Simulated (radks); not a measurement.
The nuclear charge of neutral zirconium is varied continuously with 40 electrons held in [Kr] 4d2 5s2. Method: Dirac Kohn-Sham, PBE, spin-unpolarised, spherical densities, finite nucleus; open shells fill j = l - 1/2 first; Fermi nuclear charge, rms radius 4.2694 fm; computed with a radial shooting solver on a logarithmic mesh with Libxc functionals. By the Hellmann-Feynman theorem dE/dZ = E(electron-nucleus)/Z, the electronic potential at the nucleus (averaged over a nucleus of fixed radius).

Z     E (hartree)  E(electron-nucleus)/Z (hartree)   HOMO  e(HOMO) (eV)  <r> HOMO (bohr)
39.8  -3555.64164                         -215.647  4d3/2        -2.045            2.440
39.9  -3577.24357                         -216.391  4d3/2        -2.821            2.358
40    -3598.91980                         -217.134  4d3/2        -3.641            2.286
40.1  -3620.67028                         -217.876  4d3/2        -4.503            2.222
40.2  -3642.49496                         -218.618  4d3/2        -5.404            2.164
40.3  -3664.39380                         -219.359  4d3/2        -6.342            2.111
40.4  -3686.36675                         -220.100  5s1/2        -7.060            3.466
40.5  -3708.41380                         -220.841  5s1/2        -7.774            3.407
40.6  -3730.53491                         -221.581  5s1/2        -8.508            3.351
40.7  -3752.73007                         -222.322  5s1/2        -9.262            3.297
40.8  -3774.99926                         -223.062  5s1/2       -10.035            3.246
40.9  -3797.34247                         -223.802  5s1/2       -10.828            3.197
41    -3819.75969                         -224.542  5s1/2       -11.639            3.149

The central difference of E at Z = 40 is -217.134 hartree, to compare with the third column; the second derivative is -7.42 hartree.
